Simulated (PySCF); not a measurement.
**Be⁺ (beryllium, charge +1) across methods**

[He] 3d1, 2D determinant (an excited configuration). All numbers are calculated (PySCF 2.14, the non-relativistic Hamiltonian (point nucleus), in aug-cc-pVQZ (6s5p4d3f2g, 80 functions)).

| method | E (hartree) | mean ε 1s β (eV) | mean ε 1s α (eV) | mean ε 3d α (eV) | Σ⟨r²⟩ (bohr²) | ⟨S²⟩ |
| --- | --- | --- | --- | --- | --- | --- |
| BLYP | -13.8985 | -126.05 | -126.04 | -4.871 | 25.63 | 0.750 |
| LDA | -13.6801 | -124.34 | -124.35 | -4.681 | 26.59 | 0.750 |
| PBE0 | -13.8696 | -131.45 | -131.45 | -5.255 | 26.24 | 0.750 |
| r2SCAN | -13.8935 | -128.09 | -128.08 | -4.805 | 26.50 | 0.750 |
| BHandHLYP | -13.8893 | -137.46 | -137.46 | -5.438 | 26.12 | 0.750 |
| UHF | -13.83055 | -147.83 | -147.83 | -5.967 | 26.70 | 0.750 |
| CAM-B3LYP | -13.8661 | -132.61 | -132.61 | -5.743 | 25.96 | 0.750 |
| PBE | -13.8662 | -125.70 | -125.71 | -4.947 | 26.01 | 0.750 |

The outer electron is Rydberg-like, and this basis confines it to a smaller radius and binds it less than a complete one would.
